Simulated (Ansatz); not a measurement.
Start from `O[SiH2]N[Si](O)(Cl)Cl` and change one atom or group to get `O[SiH2][Si](O)(Cl)Cl`.

Ansatz, PBE0-D4/def2-TZVP geometries, multiplicity 1. Each molecule was computed in one conformer, which needn't be the lowest.

```csv
property,`O[SiH2]N[Si](O)(Cl)Cl`
HOMO–LUMO gap (PBE0/def2-TZVPP) / eV,8.22
size of the dipole moment (B3LYP/def2-TZVPP) / D,3.88
HOMO energy (ωB97M-V/def2-TZVPP) / eV,-10.58
HOMO–LUMO gap (ωB97M-V/def2-TZVPP) / eV,12.07
LUMO energy (PBE0/def2-TZVPP) / eV,-0.07
size of the dipole moment (ωB97M-V/def2-TZVPP) / D,3.87
```

Task: What does the change do to each property? (Best estimate.)

Result: Computed: 
```json
{"property": "HOMO–LUMO gap (PBE0/def2-TZVPP) / eV", "`O[SiH2][Si](O)(Cl)Cl`": "7.32", "shift": "-0.90"}
{"property": "size of the dipole moment (B3LYP/def2-TZVPP) / D", "`O[SiH2][Si](O)(Cl)Cl`": "1.99", "shift": "-1.89"}
{"property": "HOMO energy (ωB97M-V/def2-TZVPP) / eV", "`O[SiH2][Si](O)(Cl)Cl`": "-10.19", "shift": "0.39"}
{"property": "HOMO–LUMO gap (ωB97M-V/def2-TZVPP) / eV", "`O[SiH2][Si](O)(Cl)Cl`": "11.13", "shift": "-0.94"}
{"property": "LUMO energy (PBE0/def2-TZVPP) / eV", "`O[SiH2][Si](O)(Cl)Cl`": "-0.81", "shift": "-0.74"}
{"property": "size of the dipole moment (ωB97M-V/def2-TZVPP) / D", "`O[SiH2][Si](O)(Cl)Cl`": "2.01", "shift": "-1.86"}
```

With PBE0 the HOMO rises by 0.16 eV and the LUMO falls by 0.74 eV, so the gap narrows by about 0.90 eV. PBE moves the HOMO by 0.02 eV and ωB97M-V by 0.39 eV. Dipoles are sizes alone; their direction can turn.

B3LYP here is the variant with VWN-RPA as its local correlation; programs differ in this.
